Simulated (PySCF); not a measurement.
C4H8AlCl3Ge, SMILES [CH3][Al]([CH3])/[CH]=[CH]/[Ge]([Cl])([Cl])[Cl] (GFN2-xTB optimised geometry):

```
17

Ge    -0.170     0.175     0.000
Cl    -0.760     2.245     0.000
Cl     1.982     0.175     0.000
Cl    -0.789    -0.646     1.883
C     -0.957    -0.866    -1.537
C     -1.746    -1.922    -1.401
Al    -2.435    -2.821    -3.066
C     -1.841    -1.995    -4.771
C     -3.608    -4.396    -2.785
H     -0.672    -0.477    -2.506
H     -1.982    -2.245    -0.386
H     -2.260    -2.522    -5.635
H     -2.149    -0.947    -4.865
H     -0.753    -2.007    -4.894
H     -3.258    -5.286    -3.318
H     -3.665    -4.662    -1.723
H     -4.636    -4.225    -3.123
```

Level of theory: PySCF with CAM-B3LYP/def2-SVP.

**Question.** What are the frontier orbital energies and the dipole moment?

**Answer.** HOMO-2 -9.86 eV, HOMO-1 -9.57 eV, HOMO -8.99 eV, LUMO -0.73 eV, LUMO+1 0.24 eV; dipole moment 4.14 D.

On the same geometry PBE/def2-SVP (PySCF) gives HOMO-2 -7.29 eV, HOMO-1 -6.92 eV, HOMO -6.49 eV, LUMO -2.63 eV, LUMO+1 -1.85 eV; dipole moment 4.17 D.

Meta-Löwdin charges at CAM-B3LYP/def2-SVP: Ge1 0.83, Cl2 -0.26, Cl3 -0.26, Cl4 -0.26, C5 -0.25, C6 -0.33, Al7 0.83, C8 -0.59, C9 -0.59, H10 0.11, H11 0.11, H12 0.11, H13 0.11, H14 0.11, H15 0.11, H16 0.11, H17 0.11.
